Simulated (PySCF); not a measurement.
Job file and geometry (Å, from GFN2-xTB) of an NMR shielding run on `C=CC1=CP1[C@@H](C)CC`, C₈H₁₃P, PySCF, GIAO PBE0/pcSseg-1 NMR shielding, non-relativistic, gas phase; density fitting, a coarse starting grid and PySCF grid level 2 are the driver's defaults:

```
$ OMP_NUM_THREADS=1 python probes_run.py task.json out

{"job": {"kind": "nmr", "xc": "PBE0", "basis": "pcSseg-1"}, "charge": 0, "multiplicity": 1}
C      2.825841     1.492760    -0.246272
C      2.876564     0.191455     0.024689
C      1.812738    -0.516200     0.653302
C      1.389220    -1.677910     1.114490
P      0.136017    -0.375877     1.403073
C     -0.957348    -0.621440    -0.134713
C     -1.699563    -1.950180    -0.024314
C     -1.937301     0.543018    -0.270801
C     -1.222327     1.874662    -0.452262
H      3.643537     2.009494    -0.718150
H      1.955750     2.077469     0.003009
H      3.752543    -0.397361    -0.226327
H      1.656714    -2.701620     1.259360
H     -0.299403    -0.644589    -1.013459
H     -2.330509    -1.960287     0.863255
H     -0.995949    -2.778135     0.045736
H     -2.332562    -2.110377    -0.896121
H     -2.565461     0.586408     0.623005
H     -2.592079     0.360810    -1.128120
H     -0.606700     2.088795     0.421142
H     -0.580583     1.845027    -1.331176
H     -1.939551     2.683464    -0.574314
```

Q: Write the output of this run.

A: 
```
coarse grid: 18376 points
cycle   1  E = -653.2610216860  dE =  1.069e+00  |g| = 4.580e-01  |ddm| = 4.312e+00
cycle   2  E = -653.2550732702  dE =  5.948e-03  |g| = 4.898e-01  |ddm| = 9.271e-01
cycle   3  E = -653.3181809433  dE = -6.311e-02  |g| = 5.933e-02  |ddm| = 5.213e-01
cycle   4  E = -653.3188223428  dE = -6.414e-04  |g| = 3.486e-02  |ddm| = 1.161e-01
cycle   5  E = -653.3190892273  dE = -2.669e-04  |g| = 1.216e-02  |ddm| = 4.414e-02
cycle   6  E = -653.3191263252  dE = -3.710e-05  |g| = 3.781e-03  |ddm| = 1.793e-02
cycle   7  E = -653.3191297421  dE = -3.417e-06  |g| = 9.123e-04  |ddm| = 4.402e-03
final grid: 171432 points
cycle   8  E = -653.3750598137  dE = -5.380e-05  |g| = 9.975e-03  |ddm| = 5.390e-02
cycle   9  E = -653.3750484405  dE =  1.137e-05  |g| = 1.189e-02  |ddm| = 2.320e-02
cycle  10  E = -653.3750861903  dE = -3.775e-05  |g| = 1.419e-03  |ddm| = 1.421e-02
cycle  11  E = -653.3750866649  dE = -4.746e-07  |g| = 4.101e-04  |ddm| = 1.917e-03
cycle  12  E = -653.3750867022  dE = -3.726e-08  |g| = 1.471e-04  |ddm| = 5.564e-04
cycle  13  E = -653.3750867076  dE = -5.387e-09  |g| = 3.956e-05  |ddm| = 1.947e-04
cycle  14  E = -653.3750867079  dE = -3.361e-10  |g| = 1.705e-05  |ddm| = 6.663e-05
converged SCF energy = -653.3750867079

GIAO shielding tensors (ppm)
atom      isotropic    diamagn.    paramagn.     s11        s22        s33       span
  0 C       51.405     256.154    -204.748    -54.915     46.610    162.521    217.436
  1 C       54.615     254.635    -200.019    -62.632     63.768    162.709    225.341
  2 C       42.557     263.871    -221.314    -93.270     55.079    165.862    259.132
  3 C       59.784     261.036    -201.252    -63.833     63.531    179.653    243.485
  4 P      510.547     966.943    -456.396    228.109    286.896   1016.635    788.526
  5 C      135.485     252.697    -117.213    107.101    140.754    158.599     51.498
  6 C      167.468     246.999     -79.532    151.697    164.280    186.426     34.730
  7 C      155.593     248.707     -93.114    144.368    151.132    171.280     26.912
  8 C      169.676     249.108     -79.433    158.120    168.418    182.488     24.368
  9 H       25.546      27.767      -2.221     23.831     24.985     27.821      3.990
 10 H       25.550      33.798      -8.248     22.472     25.215     28.964      6.492
 11 H       24.339      28.995      -4.656     21.563     24.009     27.446      5.883
 12 H       23.636      34.934     -11.298     21.111     24.505     25.292      4.181
 13 H       31.426      35.988      -4.562     28.949     31.224     34.105      5.156
 14 H       30.874      30.403       0.471     27.671     28.691     36.258      8.587
 15 H       30.573      31.154      -0.581     24.825     30.224     36.670     11.845
 16 H       30.768      29.982       0.785     25.910     28.098     38.295     12.385
 17 H       30.448      32.046      -1.598     26.570     29.747     35.027      8.457
 18 H       30.283      31.642      -1.358     24.665     29.572     36.614     11.949
 19 H       29.891      31.914      -2.023     25.703     30.586     33.382      7.679
 20 H       30.853      32.426      -1.573     27.110     29.006     36.443      9.333
 21 H       30.424      28.824       1.600     25.362     27.725     38.183     12.822
```

Size and cost of the density-fitted run: 225 basis functions, about 2.7 core-minutes.
